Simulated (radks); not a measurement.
Problem. The table gives one normalised radial function P(r) = r R(r) of Mn3+ in [Ar] 3d4 (r in bohr). Method: scalar-relativistic Kohn-Sham, PBE, spin-unpolarised, spherical densities, finite nucleus; Fermi nuclear charge, rms radius 3.7057 fm; computed with a radial shooting solver on a logarithmic mesh with Libxc functionals.

| r | P |
|---|---|
| 0.003256 | 0.7707 |
| 0.00414 | 0.9545 |
| 0.005263 | 1.1750 |
| 0.00669 | 1.4356 |
| 0.008505 | 1.7371 |
| 0.01081 | 2.0764 |
| 0.01374 | 2.4437 |
| 0.01747 | 2.8198 |
| 0.02221 | 3.1735 |
| 0.02824 | 3.4604 |
| 0.0359 | 3.6252 |
| 0.04563 | 3.6105 |
| 0.05801 | 3.3732 |
| 0.07375 | 2.9072 |
| 0.09375 | 2.2632 |
| 0.1192 | 1.5503 |
| 0.1515 | 0.9040 |
| 0.1926 | 0.4303 |
| 0.2448 | 0.1586 |
| 0.3113 | 0.0424 |
| 0.3957 | 0.0075 |
| 0.503 | 0.0008 |
| 0.6395 | 0.0000 |
| 0.8129 | 0.0000 |
| 1.033 | 0.0000 |
| 1.314 | 0.0000 |
| 1.67 | 0.0000 |
| 2.123 | 0.0000 |
| 2.699 | 0.0000 |
| 3.431 | 0.0000 |

Which n and l does it have? It may be an empty orbital.

Solution. n = 1, l = 0: the number of nodes gives n - l - 1 = 0, the rise at small r (about r^(l+1)) gives l, and the extent must fit the shell. The curve is that of 1s. 1s: eigenvalue -6466.4 eV, 0 radial nodes, <r> = 0.0609 bohr, 90 % of the charge inside 0.109 bohr.
